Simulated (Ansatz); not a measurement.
Diatomic MnCl, multiplicity 7 (the spin of the measured ground state). No spin–orbit coupling. Mn is treated without relativity.

D_e counts from the fitted minimum to each atom's lowest state at the same level, without counterpoise.

Correlated levels freeze the inner cores; with def2 sets outer-core shells near the valence are correlated too.

Programs: Ansatz (a quantum-chemistry and plane-wave program) with Gaussian orbitals. 

| level | bond energy D_e (kcal/mol) |
|---|---|
| SVWN5/def2-TZVPP | 102.49 |
| r2SCAN/def2-TZVPP | 97.05 |
| B97M-V/def2-TZVPP | 90.54 |
| PBE0/def2-TZVPP | 88.67 |
| BHLYP/def2-TZVPP | 75.42 |
| wB97X-V/def2-TZVPP | ___ |
| CCSD/def2-TZVPP | 77.63 |
| CCSD/def2-QZVPP | ___ |
| CCSD(T)/def2-TZVPP | 78.44 |

Problem. Some entries are withheld; supply them.

Solution. 
- wB97X-V/def2-TZVPP, bond energy D_e (kcal/mol): 84.77
- CCSD/def2-QZVPP, bond energy D_e (kcal/mol): 81.65
